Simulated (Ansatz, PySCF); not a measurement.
Breaking a bond: MgCl, doublet.

- ROHF/cc-pVDZ (PySCF)
- UKS-M06-2X = unrestricted M06-2X/cc-pVDZ in PySCF 2.14.0
- UKS-PBE = unrestricted PBE/cc-pVDZ (Ansatz, a first-principles code)

Energies are in mEh, each relative to the lowest point of its own curve near equilibrium.

| R / Å | ROHF | UKS-M06-2X | UKS-PBE |
|---|---|---|---|
| 1.77 | 87.4 | 82.9 | 84.5 |
| 1.90 | 36.8 | 34.6 | 36.0 |
| 2.00 | 15.5 | 14.4 | 15.4 |
| 2.07 | 6.8 | 6.3 | 6.9 |
| 2.14 | 2.0 | 1.8 | 2.1 |
| 2.21 | 0.0 | 0.0 | 0.0 |
| 2.28 | 0.3 | 0.3 | 0.0 |
| 2.37 | 3.0 | 3.0 | … |
| 2.44 | 6.6 | 6.4 | … |
| 2.54 | 13.0 | 12.4 | 11.1 |
| 2.75 | 29.5 | 27.8 | 25.4 |
| 3.02 | 52.3 | 48.6 | 44.2 |
| 3.32 | 76.0 | 69.1 | 62.0 |

### Question
Some entries are withheld; supply them.

### Answer

- 2.37, UKS-PBE: 2.3
- 2.44, UKS-PBE: 5.4

The scan ran from 1.77 to 8.85 Å; beyond the distances shown one of the unrestricted levels run for this scan, shown here or not, changes its spin distribution in one step.
